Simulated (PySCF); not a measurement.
Si(Cl)2 anion (Cl2Si), SMILES Cl[Si]Cl (connectivity only; charge and spin as stated), charge -1, multiplicity 2.

Geometry: PBE0-D3(BJ)/def2-SVPD. The multiplicity is an assumed one; other spin states were not compared. The isomer is the one that the SMILES or the coordinates give; other isomers of the formula were not compared.

All values below come from PySCF with PBE0-D3(BJ)/def2-SVPD.

Frequencies are harmonic and unscaled.

Q: Give all harmonic wavenumbers and intensities. (An estimate is asked for; the answer gives what the named calculation found.)

A: 
| mode | ν (cm⁻¹) | IR (km/mol) | moving atoms (share of kinetic energy) |
|---|---|---|---|
| 1 | 146 | 0.4 | Cl 87 %, Si 13 % |
| 2 | 356 | 141.2 | Si 59 %, Cl 41 % |
| 3 | 394 | 61.6 | Si 59 %, Cl 41 % |
